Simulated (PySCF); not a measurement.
## Stationary points of H₂CeO

Computed with PBE0 in PySCF with Ce def2-SVP with ECP28, O def2-SVP, H def2-SVP; scalar-relativistic core potentials, no spin–orbit coupling; density-fitted integrals.

Relaxations began from a few typed shapes. The search is not exhaustive: other isomers or separated fragments can lie lower, and high-lying points may rest on an excited occupation.

Which is the lowest minimum found?
A. singlet C2v: Ce–H 2.055 Å (×2), Ce–O 1.760 Å; H–Ce–H 110.8°, H–Ce–O 124.6° (×2)
B. singlet Cs: Ce–H 2.053 Å, Ce–H 2.056 Å, Ce–O 1.760 Å; H–Ce–H 110.8°, H–Ce–O 123.1°, H–Ce–O 126.2°
C. singlet Cs: Ce–H 2.030 Å (×2), Ce–O 1.754 Å; H–Ce–H 106.8°, H–Ce–O 111.4° (×2)

C. The others lie at 4.6 (singlet Cs, a saddle point), 4.7 (singlet C2v, a saddle point) kJ/mol above it.

Formally Ce is in oxidation state +4, with 0 electrons left for the f, d and s shells; the Mulliken f population is 0.90.

For the lowest minimum: stability towards spin polarisation was not tested.
